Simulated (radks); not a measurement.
Ga III, configuration [Ar] 3d10 4s1. Method: Dirac Kohn-Sham, LDA (Slater exchange, Perdew-Wang correlation), spin-unpolarised, spherical densities, point nucleus; computed with a radial shooting solver on a logarithmic mesh with Libxc functionals.

X-ray form factor f0, the Fourier transform of the density (f0(0) = 29):

sin(theta)/lambda (1/angstrom)  f0 (electrons)
0.05                                    28.679
0.1                                     27.779
0.15                                    26.455
0.2                                     24.882
0.25                                    23.200
0.3                                     21.501
0.4                                     18.254
0.5                                     15.384
0.6                                     12.992
0.8                                      9.635
1                                        7.733
1.25                                     6.445
1.5                                      5.620
2                                        4.247
